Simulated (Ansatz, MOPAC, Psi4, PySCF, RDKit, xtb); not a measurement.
Noncovalent pair: CH4O (SMILES CO) (first 6 atoms) with C2H6 (SMILES CC); geometry from B3LYP-D3(BJ)/def2-TZVP, rigid monomers moved along the line of their centres of mass till H6···C7 is 3.05 Å.
(charge 0, multiplicity 1):
```xyz
14

C     -0.634     0.241     0.053
O      0.683    -0.155     0.408
H     -1.248    -0.609    -0.265
H     -0.541     0.931    -0.785
H     -1.143     0.759     0.873
H      0.629    -0.771     1.146
C     -0.124    -0.763     4.101
C      0.147     0.735     4.204
H     -0.500    -1.170     5.041
H      0.786    -1.316     3.853
H     -0.874    -0.982     3.337
H     -0.764     1.285     4.448
H      0.538     1.132     3.266
H      0.879     0.949     4.985
```

| level | interaction energy (kJ/mol) | cost |
|---|---|---|
| MMFF94 | -3.1 | - |
| UFF | -5.2 | - |
| GFN-FF | -3.3 | - |
| PM3 | -3.9 | - |
| PM6 | -2.3 | - |
| PM7 | -4.4 | - |
| GFN1-xTB | -3.7 | - |
| GFN2-xTB | -5.4 | - |
| HF/STO-3G (no counterpoise) | 0.2 | - |
| HF/3-21G (no counterpoise) | -3.7 | - |
| HF/6-31G* | 0.2 | - |
| HF/6-31G* (no counterpoise) | -2.0 | - |
| HF/aug-cc-pVDZ | 0.2 | - |
| PBE/def2-TZVPPD | -3.0 | ×1 |
| PBE-D3(BJ)/def2-TZVPPD | -7.0 | ×1 |
| PBE-D4/def2-TZVPPD | -6.7 | ×1 |
| BP86/6-31G* (no counterpoise) | -1.9 | - |
| r2SCAN/def2-TZVPPD | -4.2 | ×2 |
| r2SCAN-D3(BJ)/def2-TZVPPD | -6.2 | ×2 |
| r2SCAN-D4/def2-TZVPPD | -5.9 | ×2 |
| B3LYP/3-21G (no counterpoise) | -5.7 | - |
| B3LYP/6-31G* | -0.4 | - |
| B3LYP/6-31G* (no counterpoise) | -4.0 | - |
| B3LYP/6-311+G** (no counterpoise) | -0.9 | - |
| B3LYP/def2-TZVPPD | -0.2 | ×1 |
| B3LYP-D3(BJ)/def2-TZVPPD | -6.0 | ×1 |
| B3LYP-D4/def2-TZVPPD | -5.3 | ×1 |
| PBE0/def2-TZVPPD | -2.6 | ×2 |
| PBE0-D3(BJ)/def2-TZVPPD | -6.5 | ×2 |
| PBE0-D4/def2-TZVPPD | -6.1 | ×2 |
| M06-2X/6-31G* (no counterpoise) | -7.7 | - |
| wB97X-V/def2-TZVPPD | -5.9 | ×3 |
| wB97M-V/def2-TZVPPD | -5.5 | ×3 |
| MP2/6-31G* | -2.4 | - |
| MP2/6-31G* (no counterpoise) | -6.5 | - |
| MP2/aug-cc-pVDZ | -4.9 | - |
| SCS-MP2/aug-cc-pVDZ | -3.6 | - |
| CCSD/aug-cc-pVDZ | -4.3 | - |
| CCSD(T)/aug-cc-pVDZ | -5.1 | ×20 |
| SAPT0/jun-cc-pV(D+d)Z | -3.5 | - |

The rows run from -7.7 (M06-2X/6-31G* (no counterpoise)) to 0.2 kJ/mol (HF/STO-3G (no counterpoise)). In aug-cc-pVDZ the value moves HF 0.2, MP2 -4.9, CCSD -4.3, CCSD(T) -5.1, a shift of -5.3 from HF to CCSD(T). The dispersion term adds -4.0 in PBE-D3(BJ), -3.7 in PBE-D4, -1.9 in r2SCAN-D3(BJ). The 6 functionals in def2-TZVPPD without D3 or D4 span 5.7, from wB97X-V to B3LYP.

Monomers are frozen at their geometry in the pair; levels with a basis set take the counterpoise correction. Rows marked so take none. RDKit's UFF carries no charges.

Cores are frozen in the correlated methods. Rows in 3-21G, 6-311+G**, 6-31G*, STO-3G carry no dispersion term and start afresh at each structure (6-31G* with six Cartesian d functions). MP2/6-31G* freezes PySCF's default core. The state reached by PM3, PM6, PM7 isn't checked; PM7 holds dispersion and hydrogen-bond terms.

The values were computed with Ansatz (an electronic-structure program); MOPAC for PM3, PM6, PM7 (differences of heats of formation); Psi4 for SAPT; PySCF for 3-21G rows, 6-311+G** rows, 6-31G* rows, STO-3G rows, the dispersion terms; RDKit for the force fields; xtb for the GFN methods. 

Costs are rough ratios of core time to PBE/def2-TZVPPD (about 8 s over the structures, on one shared machine); a dash marks a level with no comparable run of its own.
